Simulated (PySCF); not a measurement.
This PySCF input asks for the NMR shieldings of `C=CP(/C=C/C)C(C)C`, C8H15P; the geometry comes from GFN2-xTB.

```python
import basis_set_exchange as bse
import numpy as np
from pyscf import gto, dft
from pyscf.prop import nmr

atoms = """
C    -0.034702    3.234356    0.138200
C     0.075324    2.009549   -0.346284
P    -0.387320    0.526781    0.618933
C     1.199331   -0.337774    0.374626
C     1.936038   -0.766444    1.389729
C     3.254288   -1.450562    1.257776
C    -1.334806   -0.338192   -0.758082
C    -2.620677    0.424124   -1.053405
C    -1.631811   -1.772107   -0.336644
H    -0.419649    3.410974    1.129282
H     0.249017    4.109092   -0.427056
H     0.466681    1.835300   -1.344565
H     1.537843   -0.469973   -0.649412
H     1.581782   -0.623740    2.402561
H     4.022187   -0.887576    1.787998
H     3.545389   -1.546784    0.214314
H     3.208595   -2.443260    1.704913
H    -0.702885   -0.346435   -1.656659
H    -3.175834   -0.059963   -1.856010
H    -2.402955    1.448667   -1.351420
H    -3.253378    0.453627   -0.168264
H    -2.244823   -1.779816    0.562991
H    -2.170246   -2.299028   -1.123499
H    -0.709122   -2.311051   -0.125387
"""
names = dict.fromkeys(["C", "P", "H"], "pcSseg-1")
basis = {el: gto.basis.parse(bse.get_basis(n, elements=[el], fmt="nwchem")) for el, n in names.items()}
mol = gto.M(atom=atoms, basis=basis, charge=0, verbose=0)
mf = dft.RKS(mol, xc="PBE0")
mf.grids.level = 2
mf.grids.alignment = dft.numint.BLKSIZE   # the property module wants whole blocks of grid points
mf.conv_tol = 1e-9
mf.kernel()

calc = nmr.RKS(mf)   # GIAO
C = mf.mo_coeff
Co = C[:, mf.mo_occ > 0]
resp = mf.gen_response(singlet=True, hermi=2)
def vind(x):   # induced exchange potential for any number of trial vectors
    d = np.einsum("pi,xij,qj->xpq", C, 2 * x.reshape(-1, C.shape[1], Co.shape[1]), Co, optimize=True)
    return np.einsum("xpq,pi,qj->xij", resp(d - d.transpose(0, 2, 1)), C, Co, optimize=True).ravel()
mo1, _ = nmr.rhf.solve_mo1(calc, with_cphf=vind)
sigma = calc.kernel(mo1)
for i, s in enumerate(sigma):   # ppm
    w = np.linalg.eigvalsh((s + s.T) / 2)
    print("%2d %-2s iso %8.1f  s11 %8.1f  s22 %8.1f  s33 %8.1f" % (i, mol.atom_pure_symbol(i), w.mean(), *w))
```

**Question.** What does it print?

**Answer.** 
```
 0 C  iso     49.6  s11    -71.7  s22     61.3  s33    159.1
 1 C  iso     33.8  s11    -83.6  s22     36.9  s33    148.2
 2 P  iso    349.7  s11    329.3  s22    355.2  s33    364.7
 3 C  iso     44.2  s11    -60.2  s22     61.9  s33    130.7
 4 C  iso     34.8  s11    -88.6  s22     41.8  s33    151.1
 5 C  iso    162.1  s11    149.0  s22    151.5  s33    185.9
 6 C  iso    149.6  s11    137.6  s22    149.4  s33    162.0
 7 C  iso    165.4  s11    154.8  s22    155.9  s33    185.4
 8 C  iso    165.4  s11    154.9  s22    156.1  s33    185.4
 9 H  iso     25.6  s11     21.4  s22     24.8  s33     30.5
10 H  iso     25.6  s11     22.1  s22     24.7  s33     30.1
11 H  iso     25.2  s11     20.9  s22     25.3  s33     29.4
12 H  iso     25.6  s11     21.4  s22     25.1  s33     30.4
13 H  iso     25.1  s11     22.2  s22     23.2  s33     30.0
14 H  iso     29.7  s11     25.9  s22     27.4  s33     35.8
15 H  iso     29.8  s11     26.0  s22     29.8  s33     33.6
16 H  iso     29.7  s11     26.0  s22     27.5  s33     35.6
17 H  iso     30.3  s11     27.9  s22     28.5  s33     34.5
18 H  iso     30.6  s11     26.1  s22     27.7  s33     37.9
19 H  iso     30.4  s11     24.7  s22     30.4  s33     36.0
20 H  iso     31.0  s11     27.3  s22     28.9  s33     36.8
21 H  iso     31.0  s11     27.4  s22     28.8  s33     36.7
22 H  iso     30.5  s11     26.2  s22     27.6  s33     37.8
23 H  iso     30.4  s11     24.7  s22     30.5  s33     35.9
```

These numbers come from an equivalent density-fitted implementation of the same equations, which agrees with the script to about 0.01 ppm for H and up to a few tenths of a ppm for heavy atoms, so last digits may differ.

Size and cost of the density-fitted run: 235 basis functions, about 2.3 core-minutes.
